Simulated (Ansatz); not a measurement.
FHSe (SMILES F[SeH]), charge 0, multiplicity 1, relaxed at each level with Ansatz (a quantum-chemistry and plane-wave program); harmonic frequencies from differences of analytic forces, average atomic masses, frozen cores.

```json
[
 {"level": "r2SCAN/def2-TZVPP", "harmonic frequencies (cm⁻¹)": "662 867 2394", "ZPE (eV)": "0.243", "cost over r2SCAN/def2-TZVPP (rough)": "×1"},
 {"level": "B3LYP/def2-TZVPP", "harmonic frequencies (cm⁻¹)": "653 858 2377", "ZPE (eV)": "0.241", "cost over r2SCAN/def2-TZVPP (rough)": "×0.9"},
 {"level": "PBE0/def2-TZVPP", "harmonic frequencies (cm⁻¹)": "681 872 2418", "ZPE (eV)": "0.246", "cost over r2SCAN/def2-TZVPP (rough)": "×0.8"},
 {"level": "MP2/cc-pVTZ", "harmonic frequencies (cm⁻¹)": "685 888 2484", "ZPE (eV)": "0.252", "cost over r2SCAN/def2-TZVPP (rough)": "×1"},
 {"level": "CCSD(T)/cc-pVDZ", "harmonic frequencies (cm⁻¹)": "650 857 2430", "ZPE (eV)": "0.244", "cost over r2SCAN/def2-TZVPP (rough)": "×0.7"},
 {"level": "CCSD(T)/cc-pVTZ", "harmonic frequencies (cm⁻¹)": "673 874 2410", "ZPE (eV)": "0.245", "cost over r2SCAN/def2-TZVPP (rough)": "×5"}
]
```
